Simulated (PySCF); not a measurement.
# From computed data to an observable: chemical shift, span and skew from a shielding tensor

C₄H₉FSi, SMILES C1C(CC1)([SiH3])F. Atoms are numbered in the order given.

```xyz
15

F      1.7413    -0.3275     0.0000
C      0.3971     0.0131     0.0000
Si    -0.5858    -1.6214     0.0000
C     -0.0141     1.0316     1.0739
C     -0.8554     1.7469     0.0000
C     -0.0141     1.0316    -1.0739
H     -2.0515    -1.3214     0.0000
H     -0.2435    -2.4075    -1.2216
H     -0.2435    -2.4075     1.2216
H     -0.5048     0.6741     1.9925
H      0.8733     1.6218     1.3516
H     -0.8492     2.8457     0.0000
H     -1.9013     1.4061     0.0000
H      0.8733     1.6218    -1.3516
H     -0.5048     0.6741    -1.9925
```

The structure is a stationary point at PBE0-D3(BJ)/def2-SVP. The structure was generated by enumeration, and PubChem lists no compound with its InChIKey, so it may never have been made.

GIAO shieldings from KT2/pcSseg-1 run with PySCF, non-relativistic, no solvent. The symmetric part of the tensor of F1 has the principal values 259.1, 322.3, 340.7 ppm. The same nucleus in CFCl3 has σ = 127.1 ppm at this level (PySCF, at its B3LYP-D3(BJ)/def2-TZVP geometry).

**Question.** Work out the isotropic shielding, the ¹⁹F shift against CFCl3, the span and the skew.

**Answer.** 
σ(iso) = (σ11 + σ22 + σ33)/3 = 307.4 ppm. δ = σ(ref) − σ(iso) = 127.1 − (307.4) = -180.3 ppm.
Span Ω = σ33 − σ11 = 81.6 ppm. Skew κ = 3(σ(iso) − σ22)/Ω = -0.55. Tumbling in solution averages the tensor to δ; in a static solid the shielding alone would spread this spin-1/2 line over Ω.
